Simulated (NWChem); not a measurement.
Species: SiAsH₄F; SMILES F[SiH2][AsH2]

```xyz
7

Si     0.5056    -1.2052     0.0244
F     -0.8390    -2.1034    -0.0673
As    -0.0849     1.1005     0.0748
H      1.3732    -1.5696    -1.1266
H      1.2048    -1.5278     1.2969
H      1.4032     1.4828     0.0779
H     -0.1580     1.2054    -1.4532
```
Atoms are numbered in this order, from 1.

Level: B3LYP/6-31G* (spherical d) (NWChem), optimised geometry, unscaled harmonic frequencies. 

```json
[
 {"frequency (cm⁻¹)": "102", "IR intensity (km/mol)": "0.7"},
 {"frequency (cm⁻¹)": "165", "IR intensity (km/mol)": "4.7"},
 {"frequency (cm⁻¹)": "358", "IR intensity (km/mol)": "7.1"},
 {"frequency (cm⁻¹)": "445", "IR intensity (km/mol)": "21.0"},
 {"frequency (cm⁻¹)": "618", "IR intensity (km/mol)": "10.2"},
 {"frequency (cm⁻¹)": "695", "IR intensity (km/mol)": "27.6"},
 {"frequency (cm⁻¹)": "753", "IR intensity (km/mol)": "26.4"},
 {"frequency (cm⁻¹)": "868", "IR intensity (km/mol)": "24.2"},
 {"frequency (cm⁻¹)": "924", "IR intensity (km/mol)": "426.1"},
 {"frequency (cm⁻¹)": "974", "IR intensity (km/mol)": "99.0"},
 {"frequency (cm⁻¹)": "999", "IR intensity (km/mol)": "33.8"},
 {"frequency (cm⁻¹)": "2168", "IR intensity (km/mol)": "92.8"},
 {"frequency (cm⁻¹)": "2188", "IR intensity (km/mol)": "93.8"},
 {"frequency (cm⁻¹)": "2249", "IR intensity (km/mol)": "144.7"},
 {"frequency (cm⁻¹)": "2263", "IR intensity (km/mol)": "195.5"}
]
```

```yaml
zero_point_energy: 22.5 kcal/mol
thermal correction to the enthalpy at 298.15 K (with zero-point energy): 26.5 kcal/mol
heat capacity Cv: 17.1 cal/(mol K)
entropy at 298.15 K and 1 atm (symmetry number 1): 75.6 cal/(mol K)
dipole_moment: 1.52 D
```

Rigid rotor and harmonic oscillator.
